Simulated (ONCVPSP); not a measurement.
# PBE ONCV dataset for Zn (Z = 30), scalar-relativistic all-electron reference.

zinc (Zn), optimised norm-conserving Vanderbilt (ONCV), made with ONCVPSP 4.0.1 (PBE, scalar-relativistic). Core [Ne], reference 3s2 3p6 3d10 4s1 4p1. Waves: 3s+4s: rc 1.00 bohr, ncon 4, nbas 8, qcut 15 1/bohr, 2 projectors; 3p+4p: rc 1.05 bohr, ncon 3, nbas 7, qcut 11.3 1/bohr, 2 projectors; 3d: rc 1.30 bohr, ncon 4, nbas 9, qcut 11.3 1/bohr, 2 projectors, debl 0.5 Ha. Local part: polynomial inside 0.75 bohr (lpopt 5, dvloc0 0 Ha). Core correction: polynomial model core, fcfact 0.4.

- Cutoffs needed: 69 Ha and 82 Ha (the cutoffs (Ha) at which the residual kinetic energy of the hardest occupied pseudo-wave falls to 1 and 0.1 mHa per electron)
- Ghost test: no bound ghost flagged; no localised positive-energy state flagged
- Configuration tests: 1 of 4 tests not solved or not reliable
- rms error of d²Exc/dni dnj: 0.99 mHa without and 0.68 mHa with the model core
